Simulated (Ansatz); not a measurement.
Compare A (`C=C(S)O[SiH3]`) with its isomer B (`C[SiH](S)C=O`).

Calculated with Ansatz (gas phase, PBE0-D4/def2-TZVP geometries, no zero-point term in ΔE). CCSD(T)/CBS adds triple-zeta CCSD(T) − MP2 to the extrapolated MP2 energy (def2 sets, frozen cores). Functionals use def2-TZVPP. B3LYP here is the variant with VWN-RPA as its local correlation; programs differ in this. One conformer a species, not always the lowest.

(1) Which isomer does CCSD(T)/CBS put lower? Give the gap. (Best estimate.)

(2) Give E(B) − E(A) in kcal/mol with B3LYP, PBE-D4, PBE0-D4, MP2/def2-TZVPP, r2SCAN-D4, B3LYP-D4, B2PLYP. (An estimate is asked.)

Largest T1 diagnostic: 0.014.

## Answers

(1) The calculation gave: B, by 12.7 kcal/mol.

(2) The calculation gave: B3LYP -12.7, PBE-D4 -14.9, PBE0-D4 -14.3, MP2/def2-TZVPP -12.3, r2SCAN-D4 -13.4, B3LYP-D4 -12.1, B2PLYP -12.7. None reverses the order clearly.

From PBE to PBE0 (25 % exact exchange), in def2-TZVPP and without D4, E(B) − E(A) moves by +0.7 kcal/mol.
